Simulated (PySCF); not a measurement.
C4H4N, SMILES C1=C[N]C=C1 (connectivity only; charge and spin as stated), charge -1, multiplicity 1. Heavy atoms are numbered as in [CH:1]1=[CH:2][N:3][CH:4]=[CH:5]1. Hydrogens are named by the atom that carries them.

Geometry: B3LYP-D3(BJ)/def2-SVPD. The multiplicity is an assumed one; other spin states were not compared. The isomer is the one that the SMILES or the coordinates give; other isomers of the formula were not compared.

These are PySCF with PBE/pcSseg-1 values and carry that method's errors.

GIAO shieldings, no solvent; atoms alike by connectivity are averaged. δ = σ(ref) − σ: ¹³C against TMS (σ = 182.0 ppm); ¹⁵N against NH3 (σ = 267.0 ppm); ¹H against TMS (σ = 31.49 ppm), references at their B3LYP-D3(BJ)/def2-TZVP geometries, non-relativistic.

```json
[
 {"atoms": "C2 (CH)", "nucleus": "¹³C", "count": "2", "δ (ppm)": "126.9"},
 {"atoms": "C1 (CH)", "nucleus": "¹³C", "count": "2", "δ (ppm)": "___"},
 {"atoms": "N3", "nucleus": "¹⁵N", "count": "1", "δ (ppm)": "___"},
 {"atoms": "H on C2", "nucleus": "¹H", "count": "2", "δ (ppm)": "6.67"},
 {"atoms": "H on C1", "nucleus": "¹H", "count": "2", "δ (ppm)": "5.84"}
]
```

Q: Complete the blanks. (An estimate is asked for; the answer gives what the named calculation found.)

A: 
- C1 (CH), δ (ppm): 101.8
- N3, δ (ppm): 302.5
